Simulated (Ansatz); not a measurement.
One geometry of the cluster NaLi₄, several levels of theory.

```yaml
crystal:
  periodic: [false, false, false]
  atoms:
    - {symbol: Li, position_ang: [1.406646, -0.350964, -1.015593]}
    - {symbol: Li, position_ang: [1.653301, 0.697011, 1.860784]}
    - {symbol: Li, position_ang: [-0.733148, 1.538427, 0.158172]}
    - {symbol: Li, position_ang: [-0.599247, -1.105810, 1.005479]}
    - {symbol: Na, position_ang: [-1.727552, -0.778655, -2.008832]}
basis:
  gaussian: {orbitals: def2-TZVP, initial_orbitals: start.molden}
magnetization: {spin_polarized: true, initial_magnetization: 1}
hamiltonian: {xc: {name: r2SCANh}}
scf: {omitted_lower_state_checks: [starts]}
output: {orbitals: {seedname: orbitals}}
```

The file start.molden holds the orbitals of an earlier run on this structure, at another level or in another basis.

```sh
$ ansatz run in.yaml --threads 4 --pin off --events-out ev --progress --plain --max-ram 3916MiB
```

Output, abridged:

```
Functional definition: r2SCANh
793 factors; their error is unknown
mean field evaluation 1: about -5232.1643 eV, gradient 2.8e0 eV
mean field evaluation 2: about -5232.2204 eV, gradient 4.3e-1 eV
mean field evaluation 4: about -5232.2307 eV, gradient 4.1e-2 eV
mean field evaluation 8: about -5232.2307 eV, gradient 6.5e-5 eV
mean field -5232.23073089 eV, -192.2809328267 hartree, gradient 5.8e-6 eV, S^2 1.397377; 0 other end points of the search recorded, 0 dependent functions left out
reference -5232.23077940 eV, -192.2809346097 hartree; 12, 11 occupied and 76, 77 virtual orbitals, 793 factors
Total energy: -5232.23077940 eV, -192.2809346097 hartree
Checks for a lower state left out: starts
```

Run time 4.8 s (4 threads of Arm Neoverse V1 on a shared host).

First input, but with `hamiltonian: {xc: r2scan}` (abridged; 4.4 s):

```
Functional definition: r2SCAN
mean field -5232.33065503 eV, -192.2846049713 hartree, gradient 6.0e-6 eV, S^2 1.401418
Total energy: -5232.33070854 eV, -192.2846069376 hartree
Checks for a lower state left out: starts
```

The first input with `hamiltonian: {xc: {name: wB97X-V}}` (abridged; 13 s):

```
Functional definition: wB97X-V
mean field -5231.86097458 eV, -192.2673445332 hartree, gradient 1.0e-5 eV, S^2 0.762659
Total energy: -5231.86097339 eV, -192.2673444895 hartree
Checks for a lower state left out: starts
```

As the first input, with `hamiltonian: {xc: {name: wB97M-V}}` (abridged; 12 s):

```
Functional definition: wB97M-V
mean field -5231.80582682 eV, -192.2653178903 hartree, gradient 9.5e-6 eV, S^2 0.753216
Total energy: -5231.80587348 eV, -192.2653196051 hartree
Checks for a lower state left out: starts
```

First input, but with `gaussian: {orbitals: def2-TZVPP, initial_orbitals: start.molden}`, `correlation: {method: ccsd_t}`, `scf: {omitted_lower_state_checks: [starts, cluster_reference]}` and without the key `hamiltonian` (abridged; 20 s):

```
Functional definition: HF
mean field -5214.47536136 eV, -191.6284350318 hartree, gradient 9.2e-8 eV, S^2 1.732197
1 core orbitals not correlated: weight in the atoms' cores, before any rotation towards them, 1.000 or more for the frozen orbitals, at most 0.000 for the correlated occupied ones
second order -9.03029705 eV of doubles, -0.00000000 eV of singles
cycle   1  -9.80955232 eV  change   -7.8e-1 eV  update   1.1e-1
cycle   2  -10.18521182 eV  change   -3.8e-1 eV  update   6.4e-2
cycle   3  -10.21286268 eV  change   -2.8e-2 eV  update   4.0e-2
cycle   4  -10.24081017 eV  change   -2.8e-2 eV  update   2.7e-2
cycle   5  -10.28799301 eV  change   -4.7e-2 eV  update   2.0e-2
cycle   6  -10.30652379 eV  change   -1.9e-2 eV  update   1.5e-2
cycle   7  -10.31270754 eV  change   -6.2e-3 eV  update   1.0e-2
cycle   8  -10.32836188 eV  change   -1.6e-2 eV  update   5.7e-3
cycle   9  -10.33011039 eV  change   -1.7e-3 eV  update   3.3e-3
cycle  10  -10.33163466 eV  change   -1.5e-3 eV  update   2.0e-3
[...]
cycle  14  -10.33174637 eV  change   -4.4e-6 eV  update   2.3e-4
cycle  15  -10.33177540 eV  change   -2.9e-5 eV  update   1.5e-4
cycle  16  -10.33179029 eV  change   -1.5e-5 eV  update   1.2e-4
cycle  17  -10.33181561 eV  change   -2.5e-5 eV  update   9.5e-5
cycle  18  -10.33180239 eV  change    1.3e-5 eV  update   8.0e-5
cycle  19  -10.33177671 eV  change    2.6e-5 eV  update   7.0e-5
cycle  20  -10.33177535 eV  change    1.4e-6 eV  update   5.8e-5
cycle  21  -10.33180881 eV  change   -3.3e-5 eV  update   4.7e-5
cycle  22  -10.33184252 eV  change   -3.4e-5 eV  update   3.6e-5
cycle  23  -10.33184857 eV  change   -6.1e-6 eV  update   2.6e-5
cycle  24  -10.33183810 eV  change    1.0e-5 eV  update   1.8e-5
cycle  25  -10.33182860 eV  change    9.5e-6 eV  update   1.2e-5
cycle  26  -10.33182110 eV  change    7.5e-6 eV  update   8.1e-6
perturbative correction -0.23184684 eV, -0.0085202143 hartree
Total energy: -5225.03902930 eV, -192.0166426681 hartree
Checks for a lower state left out: starts, cluster_reference
```

First input, but with `hamiltonian: {xc: pbe}`, `output: {forces: true, orbitals: {seedname: orbitals}}` (abridged; 3 s):

```
Functional definition: PBE
mean field evaluation 16: about -5228.2264 eV, gradient 4.1e-7 eV
mean field -5228.22638621 eV, -192.1337758742 hartree, gradient 4.1e-7 eV, S^2 0.929138
Total energy: -5228.22643348 eV, -192.1337776111 hartree
Atom 0 force    -0.040996    -0.023283     0.052524 eV/Å
Atom 1 force     0.002954     0.007461    -0.003013 eV/Å
Atom 2 force     0.004177    -0.123199     0.044377 eV/Å
Atom 3 force     0.038695     0.136579    -0.090543 eV/Å
Atom 4 force    -0.004831     0.002442    -0.003345 eV/Å
Dipole moment:    -0.021283     0.024247    -0.054798 e Å
Checks for a lower state left out: starts
```

As the first input, with `gaussian: {orbitals: def2-SVP, initial_orbitals: start.molden}`, `hamiltonian: {xc: pbe0}` (abridged; 1.9 s):

```
Functional definition: PBE0
mean field evaluation 16: about -5226.7375 eV, gradient 1.5e-5 eV
mean field -5226.73745781 eV, -192.0790587645 hartree, gradient 5.9e-6 eV, S^2 1.020884
Total energy: -5226.73749552 eV, -192.0790601504 hartree
Checks for a lower state left out: starts
```

Geometry: r2SCAN/def2-TZVP.

Correlated methods freeze 1 core orbital; core or outer-core shells of Li, Na are correlated, in sets that lack core-valence functions. At r2SCANh/def2-TZVP, r2SCAN/def2-TZVP, CCSD(T)/def2-TZVPP, PBE/def2-TZVP and others the charge 0 doublet is spin-contaminated (final ⟨S²⟩ up to 1.73, 0.75 for a pure state). At CCSD(T)/def2-TZVPP T1 of the charge 0 doublet is large (up to 0.075), so the single-reference result is doubtful. The geometry of the doublet was relaxed on an unsound state (⟨S²⟩ 1.40, where a pure state has 0.75). The structure comes from a short search, and lower isomers may exist.
